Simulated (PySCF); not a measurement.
Spin-rotation constants: `C1=CCC(CC)(C)C1`, C$_{8}$H$_{14}$

Molfile (atoms numbered from 1):
```
C8H14
     RDKit          3D

 22 22  0  0  0  0  0  0  0  0999 V2000
   -2.4160    0.5448    0.1585 C   0  0  0  0  0  0  0  0  0  0  0  0
   -1.3593   -0.2325   -0.6193 C   0  0  0  0  0  0  0  0  0  0  0  0
    0.0350   -0.2201    0.0188 C   0  0  0  0  0  0  0  0  0  0  0  0
    0.0088   -0.8362    1.4187 C   0  0  0  0  0  0  0  0  0  0  0  0
    0.6419    1.2005    0.0918 C   0  0  0  0  0  0  0  0  0  0  0  0
    2.0832    1.0002   -0.2654 C   0  0  0  0  0  0  0  0  0  0  0  0
    2.3021   -0.1986   -0.7754 C   0  0  0  0  0  0  0  0  0  0  0  0
    1.0459   -1.0114   -0.8477 C   0  0  0  0  0  0  0  0  0  0  0  0
   -3.3494    0.5612   -0.3998 H   0  0  0  0  0  0  0  0  0  0  0  0
   -2.0999    1.5720    0.3216 H   0  0  0  0  0  0  0  0  0  0  0  0
   -2.6104    0.0863    1.1240 H   0  0  0  0  0  0  0  0  0  0  0  0
   -1.2814    0.1910   -1.6243 H   0  0  0  0  0  0  0  0  0  0  0  0
   -1.6868   -1.2698   -0.7252 H   0  0  0  0  0  0  0  0  0  0  0  0
   -0.5907   -0.2395    2.1014 H   0  0  0  0  0  0  0  0  0  0  0  0
    1.0210   -0.8899    1.8143 H   0  0  0  0  0  0  0  0  0  0  0  0
   -0.4046   -1.8426    1.3851 H   0  0  0  0  0  0  0  0  0  0  0  0
    0.5216    1.6488    1.0789 H   0  0  0  0  0  0  0  0  0  0  0  0
    0.1731    1.8687   -0.6365 H   0  0  0  0  0  0  0  0  0  0  0  0
    2.8133    1.7796   -0.1260 H   0  0  0  0  0  0  0  0  0  0  0  0
    3.2445   -0.5816   -1.1291 H   0  0  0  0  0  0  0  0  0  0  0  0
    0.7088   -1.0833   -1.8862 H   0  0  0  0  0  0  0  0  0  0  0  0
    1.1889   -2.0283   -0.4789 H   0  0  0  0  0  0  0  0  0  0  0  0
  1  2  1  0
  2  3  1  0
  3  4  1  0
  3  5  1  0
  5  6  1  0
  6  7  2  0
  7  8  1  0
  8  3  1  0
  1  9  1  0
  1 10  1  0
  1 11  1  0
  2 12  1  0
  2 13  1  0
  4 14  1  0
  4 15  1  0
  4 16  1  0
  5 17  1  0
  5 18  1  0
  6 19  1  0
  7 20  1  0
  8 21  1  0
  8 22  1  0
M  END
```

The calculation used PySCF, GIAO KT3/pcSseg-1 magnetisability, rotational g tensor and spin-rotation constants, non-relativistic, gas phase. Geometry: GFN2-xTB.

Question: Give the nuclear spin-rotation constants along the inertial axes (H = +C I·J) beside the isotropic shieldings.

Answer: Rotational constants 3.6222, 1.5054, 1.4265 GHz. A star marks the isotopologue with that one atom substituted, in its own axes.
```csv
atom,isotope,Caa (kHz),Cbb (kHz),Ccc (kHz),mean (kHz),σ (ppm)
H9,1H,-0.102,-0.167,-0.077,-0.115,30.7
H10,1H,-0.355,0.012,-0.154,-0.166,31.0
H11,1H,-0.333,-0.129,-0.020,-0.161,30.6
H12,1H,-0.362,-0.133,0.007,-0.163,30.3
H13,1H,-0.348,0.032,-0.151,-0.156,30.1
H14,1H,-0.188,-0.110,-0.094,-0.131,30.6
H15,1H,-0.025,-0.171,-0.098,-0.098,30.5
H16,1H,-0.341,0.002,-0.155,-0.165,31.2
H17,1H,-0.359,-0.129,0.015,-0.158,29.6
H18,1H,-0.327,-0.063,-0.052,-0.147,29.3
H19,1H,-0.024,-0.012,-0.140,-0.059,26.0
H20,1H,0.269,-0.122,-0.152,-0.002,26.1
H21,1H,-0.375,-0.164,0.061,-0.159,29.4
H22,1H,-0.399,0.054,-0.142,-0.162,29.6
C1,13C*,0.501,0.205,0.199,0.302,171.4
C2,13C*,0.639,0.290,0.246,0.392,143.9
C3,13C*,0.625,0.263,0.304,0.398,140.3
C4,13C*,0.690,0.209,0.207,0.369,158.4
C5,13C*,0.680,0.280,0.287,0.416,136.9
C6,13C*,1.620,0.431,0.275,0.775,59.4
```
For the geometry as given, no vibrational averaging.

Question: How do the rotational constants and the g tensor change when H9, H10, H11, H12, H13, H14, H15, H16, H17, H18, H19, H20, H21, H22 are replaced by deuterium?

Answer: Constants 2.7487, 1.2384, 1.1752 GHz; g -0.0116, -0.0065, -0.0013, against -0.0152, -0.0078, -0.0016 before.
